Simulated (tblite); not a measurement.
Compound: C5H2NSSe (charge -1).
SMILES with atom numbers: `[N:1]#[C:2][c:3]1[cH:4][s:5][c:6]([Se-:7])[cH:8]1` (hydrogens: H9 on C4; H10 on C8)
Bond orders are those of one Lewis drawing.

Computed with GFN2-xTB (tblite), gas phase: L-BFGS steps from a force-field or distance-geometry start until the largest atomic force falls under 0.01 eV/Å.

Step 3: E = -578.7779 eV
```
atom  x, y, z in Å  |  force x, y, z in eV/Å
N1     -2.3719    2.0815    0.5568    0.959  -0.949  -0.285
C2     -1.5782    1.2654    0.3192   -1.083   1.044   0.324
C3     -0.6464    0.2732    0.0369    1.129  -0.407  -0.065
C4     -0.9486   -0.9646   -0.4733   -0.137   0.072   0.060
S5      0.4739   -1.9175   -0.6844    0.553  -0.049   0.009
C6      1.5757   -0.6350   -0.0874   -0.099   0.410   0.164
Se7     3.5119   -0.5463    0.1361   -1.675  -0.452  -0.334
C8      0.7739    0.4197    0.2389   -0.204   0.741   0.254
H9     -1.9482   -1.3246   -0.7042    0.548  -0.083   0.007
H10     1.1667    1.3528    0.6390    0.010  -0.328  -0.134
```

Step 4: E = -578.9217 eV
```
atom  x, y, z in Å  |  force x, y, z in eV/Å
N1     -2.3577    2.0693    0.5525   -0.670   0.668   0.190
C2     -1.5821    1.2627    0.3203    0.931  -0.878  -0.248
C3     -0.6220    0.2714    0.0359   -0.253   0.072   0.027
C4     -0.9406   -0.9630   -0.4686    0.263   0.018   0.043
S5      0.5005   -1.8965   -0.6755    0.277  -0.459  -0.160
C6      1.5915   -0.6202   -0.0790   -1.548   0.523   0.050
Se7     3.4083   -0.5689    0.1174    0.071  -0.398  -0.139
C8      0.7637    0.4301    0.2416    0.625   0.630   0.289
H9     -1.9267   -1.3290   -0.7048    0.311  -0.140  -0.030
H10     1.1740    1.3487    0.6377   -0.009  -0.037  -0.022
```

Step 5: E = -578.9647 eV
```
atom  x, y, z in Å  |  force x, y, z in eV/Å
N1     -2.3588    2.0704    0.5527   -0.264   0.256   0.072
C2     -1.5797    1.2609    0.3199    0.528  -0.495  -0.142
C3     -0.6191    0.2691    0.0355   -0.282   0.281   0.103
C4     -0.9374   -0.9622   -0.4677    0.328  -0.141  -0.013
S5      0.5056   -1.9016   -0.6772    0.124  -0.244  -0.092
C6      1.5722   -0.6122   -0.0777   -0.707   0.077  -0.039
Se7     3.4037   -0.5752    0.1146   -0.103  -0.381  -0.150
C8      0.7691    0.4381    0.2450   -0.012   0.552   0.198
H9     -1.9212   -1.3311   -0.7051    0.274  -0.126  -0.027
H10     1.1745    1.3484    0.6375    0.113   0.221   0.090
```

Step 6: E = -579.0080 eV
```
atom  x, y, z in Å  |  force x, y, z in eV/Å
N1     -2.3564    2.0683    0.5518    0.140  -0.153  -0.042
C2     -1.5738    1.2549    0.3188   -0.153   0.122   0.023
C3     -0.6167    0.2722    0.0371   -0.202   0.067   0.032
C4     -0.9236   -0.9649   -0.4661    0.242  -0.094  -0.012
S5      0.5182   -1.9063   -0.6787   -0.104   0.003  -0.014
C6      1.5429   -0.6009   -0.0759    0.003  -0.207  -0.083
Se7     3.3744   -0.5955    0.1042    0.061  -0.331  -0.114
C8      0.7684    0.4587    0.2522   -0.443   0.193   0.022
H9     -1.9052   -1.3371   -0.7063    0.243  -0.106  -0.020
H10     1.1806    1.3552    0.6404    0.213   0.506   0.210
```

Task: Estimate the geometry and energy of step 7. (The exact step hangs on the optimiser's Hessian estimate; all steps are aligned on step 6, rigid shifts and turns removed.)

Result: E = -579.0249 eV, largest force 0.451 eV/Å
```
atom  x, y, z in Å  |  force x, y, z in eV/Å
N1     -2.3545    2.0663    0.5511    0.150  -0.152  -0.041
C2     -1.5720    1.2525    0.3182   -0.367   0.256   0.054
C3     -0.6189    0.2739    0.0380   -0.082  -0.033   0.002
C4     -0.9131   -0.9671   -0.4653    0.056  -0.075  -0.027
S5      0.5230   -1.9087   -0.6797   -0.145   0.105   0.024
C6      1.5269   -0.5976   -0.0761    0.247  -0.086  -0.016
Se7     3.3612   -0.6113    0.0971    0.065  -0.289  -0.097
C8      0.7622    0.4720    0.2563   -0.248   0.002  -0.026
H9     -1.8929   -1.3419   -0.7073    0.203  -0.104  -0.021
H10     1.1869    1.3666    0.6451    0.121   0.374   0.149
```

The energy changes by -0.0170 eV. The first-order estimate −F·Δx gives -0.0244 eV and the mean of the old and new forces, exact on a quadratic surface, -0.0170 eV. The step makes an angle of 52° with the force vector and moves no atom by more than 0.022 Å.

What follows is the cost of the whole relaxation. On one thread, Arm Neoverse V1 (aarch64), no GPU, shared host with 32 logical CPUs at a one-minute load of 27, this took 0.2 s of wall time.
